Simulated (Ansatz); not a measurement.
The same path of CH₇AlBNO (12 atoms, charge 0, multiplicity 1) was run twice with different band settings. The coordinate that changes most is the angle Al3–O4–C5.

The calculation used Ansatz, RKS PBE-D4/def2-SVP.

Relaxed end points:

```xyz
12
Properties=species:S:1:pos:R:3
B -2.033 -0.352 0.198
N -1.113 -1.244 -0.335
Al 0.180 -0.792 0.905
O 1.437 0.293 0.476
C 1.745 1.118 -0.611
H -1.586 0.227 1.231
H -3.150 -0.054 -0.171
H -1.288 -1.801 -1.171
H 0.344 -1.543 2.285
H 1.009 1.043 -1.447
H 2.747 0.863 -1.027
H 1.785 2.188 -0.300
```

```xyz
12
Properties=species:S:1:pos:R:3
B -2.041 -0.253 0.315
N -1.212 -1.150 -0.344
Al 0.184 -0.861 0.832
O 1.473 0.180 0.394
C 1.776 1.060 -0.650
H -1.495 0.218 1.355
H -3.160 0.134 0.048
H -1.472 -1.630 -1.205
H 0.392 -1.718 2.142
H 2.702 0.739 -1.180
H 1.963 2.088 -0.260
H 0.966 1.137 -1.414
```

Common settings: climbing image yes; spring 5.0 eV/Å²; optimiser quadratic models (default); start path through a guess of the saddle point; force threshold 0.05 eV/Å; iteration limit 60; end points relaxed.

| run | movable images |
| --- | --- |
| 1 | 9 |
| 2 | 3 |

Task: What does each run give, and how far can it be trusted?

Result: Run 1: converged after 27 iterations, highest image 0.064 eV above the first end. The profile has 3 maxima (images 2, 5, 7) with wells between them (images 3, 6): this band takes more than one step, which may be the mechanism or a detour left from its start path. A vibrational analysis at the climbing image gives one clearly imaginary mode, 99i cm⁻¹: a first-order saddle point.
Run 2: converged after 28 iterations, highest image 0.036 eV above the first end. The dihedral Al3–O4–C5–H12 jumps by 161° between images 3 and 4, so the path isn't resolved there. The order of the stationary point at the top wasn't checked. So few images can step over the top or miss a turn of the path.
